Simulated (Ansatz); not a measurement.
Reaction R1 → P1 + P2, each structure at its B3LYP-D3(BJ)/def2-TZVP stationary point, reached from a drawn start (curvature not checked).
R1, F4Ti (SMILES [F][Ti]([F])([F])[F]) (charge 0, multiplicity 1):
```
atom    x (Å)    y (Å)    z (Å)
----  -------  -------  -------
Ti     0.0000   0.0000   0.0000
F      1.0173   0.9980   1.0172
F      1.0043  -1.0163  -1.0119
F     -0.9990   1.0236  -1.0098
F     -1.0226  -1.0053   1.0046
```
P1, F3Ti (SMILES [F][Ti]([F])[F]) (charge 0, multiplicity 2):
```xyz
4

Ti    -0.00002     0.00003    -0.00029
F      1.77957    -0.01001    -0.00981
F     -0.88123     1.54621    -0.00132
F     -0.89833    -1.53622     0.01132
```
P2: F atom, charge 0, multiplicity 2.

P less R. No zero-point or thermal terms; singlets are restricted closed shells; open shells are unrestricted; no spin–orbit coupling. The spin states of the d-block species are the ones drawn and need not be the lowest.

Cores are frozen in the correlated methods. CBS: X⁻³ extrapolation of the correlation energy, Hartree–Fock from the larger set.

The values were computed with Ansatz (Gaussian basis) for Hartree–Fock, density functionals and correlated methods. All values are computed, each at the level named.

```csv
level,reaction energy (eV)
HF/def2-TZVPP,2.926
PBE0/def2-TZVPP,5.621
CAM-B3LYP/def2-TZVPP,5.625
B2PLYP/def2-TZVPP,5.749
"MP2/CBS(def2-TZVPP, def2-QZVPP)",6.028
SCS-MP2/def2-QZVPP,5.724
CCSD/def2-TZVPP,5.122
CCSD/def2-QZVPP,…
"CCSD(T)/CBS(def2-TZVPP, def2-QZVPP)",…
```

Complete the blanks.


- CCSD/def2-QZVPP, reaction energy (eV): 5.141
- CCSD(T)/CBS(def2-TZVPP, def2-QZVPP), reaction energy (eV): 5.551

Ansatz is a quantum-chemistry and plane-wave program.
